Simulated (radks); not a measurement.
The numbers below are computed, except where a source is named.
Question: The mean radii <r> (bohr) of the occupied orbitals of an atom or ion are listed with their occupations. Level of theory: scalar-relativistic Kohn-Sham, r2SCAN, spin-polarised, spherical densities, finite nucleus; meta-GGA in the generalised Kohn-Sham scheme; Fermi nuclear charge, rms radius of each element as measured or else 0.836 A^(1/3) + 0.57 fm (a radial shooting solver on a logarithmic mesh with Libxc functionals).

| orbital | occ. | <r> |
|---|---|---|
| 1s down | 1 | 0.07305 |
| 1s up | 1 | 0.07305 |
| 2s up | 1 | 0.3425 |
| 2s down | 1 | 0.3423 |
| 2p up | 3 | 0.3074 |
| 2p down | 3 | 0.3071 |
| 3s up | 1 | 1.084 |
| 3s down | 1 | 1.083 |
| 3p up | 3 | 1.187 |
| 3p down | 3 | 1.180 |
| 4s up | 1 | 3.843 |
| 3d up | 2 | 2.324 |

Name the element and its charge. Open shells, if any, are filled with parallel spins first.

Answer: Z = 21, scandium, charge 0: Sc in [Ar] 3d2 4s1. The 1s radius gives Z: for a bare nucleus <r> = (2 gamma + 1)/(2Z) with gamma = sqrt(1 - (Z/c)^2), 0.07087 bohr for Z = 21, and screening makes it slightly larger (0.07305 here). The occupations add up to 21, and the charge is Z minus that.
